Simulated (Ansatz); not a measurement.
Diatomic PS, multiplicity 2 (the spin of the measured ground state). The T1 diagnostic near the minimum is 0.065, so single-reference values are doubtful.

D_e counts from the fitted minimum to each atom's lowest state at the same level, without counterpoise.

The values were computed with Ansatz (a quantum-chemistry and plane-wave program). Each number belongs to the level named beside it.

**Question.** What bond energy D_e does PBE/def2-TZVPP give?

**Answer.** 112.8 kcal/mol

**Question.** What is the computed bond energy D_e (wB97X-V/def2-TZVPP)?

**Answer.** 107.0 kcal/mol

**Question.** What bond energy D_e does r2SCAN/def2-TZVPP give?

**Answer.** 105.6 kcal/mol
